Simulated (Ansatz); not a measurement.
The cluster Si₆W⁺, relaxed as a doublet with UKS PBE-D4/def2-SVP in Ansatz, starting from the GFN2-xTB geometry. Force threshold 0.02 eV/Å.

In the def2 sets W takes a core potential; there is no spin–orbit coupling. Another isomer (doublet) lies 1.90 eV lower at PBE0-D4/def2-TZVP; other spin states weren't run for this one.

Start:

```xyz
7

W     1.734   -0.647   -0.802
Si    0.989    1.402    0.258
Si    2.061   -0.232   -3.157
Si   -2.260   -1.717    1.005
Si   -0.469    2.390    1.768
Si   -0.458   -1.635   -0.452
Si   -1.597    0.439    1.380
```

(1) Estimate the energy that the relaxation releases and the steps that it takes.

(2) Does the start keep its bonding?

(3) Predict the relaxed structure.

## Answers

(1) 240.3 kJ/mol, in 11 steps; 34 s on 4 threads of Arm Neoverse V2 on a shared host. No frequencies were taken in this run, so the end may be a saddle point.

(2) Bonds formed: Si2–Si7, Si6–Si7 (atoms count from 1).

(3) 
Cartesian coordinates in Å:
```
W 2.1498 -0.8417 -0.6378
Si 1.0185 0.9764 0.2742
Si 0.8555 0.0829 -2.2897
Si -2.2699 -1.6020 0.4407
Si -0.4274 2.4698 1.2771
Si -0.0653 -1.4193 -0.2178
Si -1.2612 0.3339 1.1533
```
Bond lengths: 6 × Si–Si 2.30 to 2.53 Å; 3 × Si–W 2.29 to 2.33 Å.
